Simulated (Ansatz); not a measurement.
The same path of CH8FNSi2 (13 atoms, charge 0, multiplicity 1) was run twice with different band settings. Lost on the way: Si1–F2, N3–H5. Made: F2–H5.

Level of theory: UKS PBE0/def2-SVP (Ansatz).

Relaxed end points:

```xyz
13
Properties=species:S:1:pos:R:3
Si -0.790 0.338 -0.124
F -2.088 -0.321 -0.881
N 0.364 -0.811 0.405
C 0.296 -1.595 1.619
H 1.040 -1.155 -0.269
H -1.340 1.011 1.087
Si 0.243 1.754 -1.676
H 1.276 -1.650 2.122
H -0.403 -1.124 2.327
H -0.056 -2.629 1.451
H 0.968 0.932 -2.697
H -0.751 2.620 -2.380
H 1.241 2.629 -0.985
```

```xyz
13
Properties=species:S:1:pos:R:3
Si -0.676 0.190 -0.712
F -2.466 -2.393 0.184
N -0.382 -0.867 0.474
C 0.666 -1.005 1.435
H -1.661 -1.920 0.398
H -1.912 -0.040 -1.500
Si 0.683 2.025 -1.271
H 1.166 -1.982 1.312
H 1.446 -0.221 1.396
H 0.245 -1.009 2.456
H 1.217 1.837 -2.654
H -0.135 3.275 -1.225
H 1.809 2.111 -0.294
```

Common settings: spring 5.0 eV/Å²; optimiser quadratic models (default); start path through a guess of the saddle point; force threshold 0.05 eV/Å; iteration limit 60; end points relaxed.

| run | movable images | climbing image |
| --- | --- | --- |
| 1 | 7 | yes |
| 2 | 8 | no |

(1) What does each run give, and how far can it be trusted?

Results:

(1) Run 1: converged after 41 iterations, highest image 3.356 eV above the first end. The profile has 3 maxima (images 2, 4, 6) with wells between them (images 3, 5): this band takes more than one step, which may be the mechanism or a detour left from its start path. Neighbouring images differ by up to 3.3 eV, so the band resolves the path poorly. A vibrational analysis at the climbing image gives one clearly imaginary mode, 231i cm⁻¹: a first-order saddle point.
Run 2: converged after 28 iterations, highest image 3.159 eV above the first end. The profile has 2 maxima (images 3, 7) with wells between them (image 4): this band takes more than one step, which may be the mechanism or a detour left from its start path. Neighbouring images differ by up to 2.8 eV, so the band resolves the path poorly. No image climbed, so the highest image needn't sit at the top of the path.
The orbitals were unrestricted but ended closed-shell.
